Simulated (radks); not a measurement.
Values are calculated unless marked as measured or tabulated.
Task: Coulomb parameter of the 4d shell of the silver ion Ag3+ in the model configuration [Kr] 4d7 5s1, as a second difference U = [E(n + 0.25) + E(n - 0.25) - 2 E(n)] / (0.25)^2 with all orbitals relaxed. "Bare": the charge of the atom changes with n. "Screened": the 5s shell takes up the change at fixed total charge, which measures U(4d,4d) + U(5s,5s) - 2 U(4d,5s). Code: a radial shooting solver on a logarithmic mesh with Libxc functionals. Model: Dirac Kohn-Sham, BLYP, spin-unpolarised, spherical densities, point nucleus; open shells are shared between the two j in proportion to 2j + 1. Estimate both.

Result: U(bare) = 15.857 eV, U(screened by 5s) = 2.637 eV.
